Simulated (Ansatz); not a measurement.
Isolated molecules relaxed with PBE0-D4/def2-TZVP in Ansatz; ΔE leaves out vibrations. CBS: MP2 limit from def2 TZ/QZ plus the TZ coupled-cluster correction, frozen cores. This one scheme is used for every species. Functionals use def2-TZVPP. B3LYP here is the variant with VWN-RPA as its local correlation; programs differ in this. Each species was taken in one conformer, which may not be the lowest.

`C[SiH2]C(O)(F)F` + `C=CS` → `C=CS[SiH2]C` + `OC(F)F`  (ligand exchange at the Si–C bond)

```json
{"level": "r2SCAN-D4", "ΔE (kJ/mol)": "-84.0", "difference from CCSD(T)/CBS": "2.5"}
{"level": "PBE0-D4", "ΔE (kJ/mol)": "-88.9", "difference from CCSD(T)/CBS": "-2.4"}
{"level": "ωB97X-V", "ΔE (kJ/mol)": "-81.1", "difference from CCSD(T)/CBS": "5.4"}
{"level": "ωB97M-V", "ΔE (kJ/mol)": "-80.7", "difference from CCSD(T)/CBS": "5.8"}
{"level": "B2PLYP", "ΔE (kJ/mol)": "-85.0", "difference from CCSD(T)/CBS": "1.5"}
{"level": "PBE", "ΔE (kJ/mol)": "-81.0", "difference from CCSD(T)/CBS": "5.5"}
{"level": "PBE0", "ΔE (kJ/mol)": "-87.6", "difference from CCSD(T)/CBS": "-1.1"}
{"level": "B3LYP", "ΔE (kJ/mol)": "-79.6", "difference from CCSD(T)/CBS": "6.9"}
{"level": "HF/def2-TZVPP", "ΔE (kJ/mol)": "-92.4", "difference from CCSD(T)/CBS": "-5.9"}
{"level": "MP2/def2-TZVPP", "ΔE (kJ/mol)": "-95.3", "difference from CCSD(T)/CBS": "-8.8"}
{"level": "SCS-MP2/def2-TZVPP", "ΔE (kJ/mol)": "-91.2", "difference from CCSD(T)/CBS": "-4.7"}
{"level": "CCSD/def2-TZVPP", "ΔE (kJ/mol)": "-86.8", "difference from CCSD(T)/CBS": "-0.3"}
{"level": "CCSD(T)/def2-TZVPP", "ΔE (kJ/mol)": "-87.1", "difference from CCSD(T)/CBS": "-0.6"}
{"level": "SCS-MP2/def2-QZVPP", "ΔE (kJ/mol)": "-91.1", "difference from CCSD(T)/CBS": "-4.6"}
{"level": "HF/CBS(def2)", "ΔE (kJ/mol)": "-92.1", "difference from CCSD(T)/CBS": "-5.6"}
{"level": "MP2/CBS(def2)", "ΔE (kJ/mol)": "-94.7", "difference from CCSD(T)/CBS": "-8.2"}
{"level": "CCSD(T)/CBS", "ΔE (kJ/mol)": "-86.5", "difference from CCSD(T)/CBS": "0"}
```

Largest T1 diagnostic among the species: 0.012.

From PBE to PBE0 (25 % exact exchange), in def2-TZVPP and without D4, ΔE moves by −6.6 kJ/mol.
